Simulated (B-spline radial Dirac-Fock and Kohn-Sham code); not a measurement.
**Lu³⁺: photoemission with 522 eV photons**

System: Lu³⁺, 1s2 2s2 2p6 3s2 3p6 3d10 4s2 4p6 4d10 4f14 5s2 5p6.

Level of theory: Dirac-Hartree-Slater photoionisation with all multipoles and Dirac-Fock thresholds; a B-spline atomic structure program. The asymmetry parameter β is from the dipole term alone. Kinetic energies are from the vacuum level.

```csv
subshell,electrons,binding (eV),kinetic (eV),σ (kb),β
N2 (4p1/2),2,454.3,67.67,60.1,-0.20
N3 (4p3/2),4,400.3,121.7,225,0.28
N4 (4d3/2),4,244.5,277.5,260,0.14
N5 (4d5/2),6,234.6,287.4,415,0.39
N6 (4f5/2),6,42.73,479.3,730,0.80
N7 (4f7/2),8,41.29,480.7,?,?
O1 (5s),2,98.03,424.0,21.2,1.89
O2 (5p1/2),2,68.84,453.2,14.9,1.17
O3 (5p3/2),4,61.71,460.3,40.4,1.16
```

Q: What are σ and β for N7 (4f7/2)?

A: σ = 942 kb, the largest of all subshells and 35 % of the total, and β = 0.81.

Run: 6.6 s of CPU time on 1 thread of Neoverse-N1 (shared host), peak memory 0.43 GiB.

Values without a named source are computed, but for edge energies of neutral atoms, which are taken from tables.
